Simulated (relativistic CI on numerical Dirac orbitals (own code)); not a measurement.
# Rh⁵⁺: M2,3 absorption edge

Computed with this model: Dirac-Coulomb-Breit CI, KLI orbitals optimised for each configuration, model QED, valence Slater integrals scaled by 0.7, multiplet model of core-to-valence dipole absorption; configurations [Kr] 4d4 → [Ne] 3s2 3p5 3d10 4s2 4p6 4d5; 10 K; Lorentzian 2 eV and Gaussian 0.4 eV FWHM. Energies are those of the free ion, without screening or charge transfer. The branching ratio is the share of the lower-energy edge in the whole absorption, uncertain by about 0.02 where the edges overlap. S is read from ⟨S²⟩ = S(S + 1).

Field parameters in Wybourne normalisation: D4h B²₀ = −7Ds, B⁴₀ = 21(Dq − Dt), B⁴₄ = 21√(5/14) Dq; Oh B⁴₀ = 21Dq, B⁴₄ = √(5/14) B⁴₀; Td as Oh with Dq negative (B⁴₀ = 21Dq, B⁴₄ = √(5/14) B⁴₀). The field is a parameter set, without covalency.

Peaks in eV (height, largest 100): 504.8 (76), 508.0 (100), 530.8 (14), 533.2 (29).

**Question.** Which surroundings give this spectrum?
A. Td, 10Dq = -6600 cm⁻¹
B. Oh, 10Dq = 36500 cm⁻¹
C. D4h, 10Dq = 25300, Ds = 1560, Dt = 330 cm⁻¹
D. D4h, 10Dq = 14250, Ds = 1440, Dt = -430 cm⁻¹

**Answer.** B. Oh, 10Dq = 36500 cm⁻¹, where the ground state has S = 1.01.
